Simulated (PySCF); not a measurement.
**Structure from 2D NMR**

Compound of formula C3H4F4O. Correlations simulated from computed shifts and the bond graph:

HSQC (one-bond C–H):
| δH | δC |
| --- | --- |
| 5.38 | 111.4 |
| 3.88 | 59.3 |

HMBC (two and three bonds, from the bond graph):
| δH | δC |
| --- | --- |
| 5.38 | 128.4, 59.3 |
| 3.88 | 111.4 |

Carbons without hydrogens: δ 128.4.

[PySCF 2.14.0 with density-fitted response routines: GFN2-xTB geometry; GIAO PBE0/pcSseg-1 shieldings; averaged over atoms made equivalent by symmetry, fast rotation or ring inversion; isolated molecule; non-relativistic; one computed conformer]

δ = σ(ref) − σ, references computed at the same level: $^{1}$H (σref 31.72), $^{13}$C (σref 186.93) vs TMS.

Exchangeable hydrogens are left out of these lists.

Work out the connectivity.

## Answers

`F[C@H](OC)C(F)(F)F`.

Mapped SMILES: `[CH3:1][O:2][C@@H:3]([F:4])[C:5]([F:6])([F:7])[F:8]`. Each H is labelled by its parent atom.

1. δC 128.4 is C5, a CF3 carbon.
2. δC 111.4 is C3, an sp3 CH bonded to F and O (δH 5.38).
3. δC 59.3 is C1, a methyl carbon bonded to O (δH 3.88).
4. HMBC from δH 5.38 reaches the proton-free carbon C5.

The data come from this structure; uniqueness wasn't tested.

Shifts are as computed. Against solution values, carbons near 30 ppm lie about +3 ppm off and those near 130 ppm about +5 ppm. Of 1211 compounds with measured shifts, 218 miss one by over three times the rms of a fit or turn the order of signals round; such compounds aren't used in these exercises.
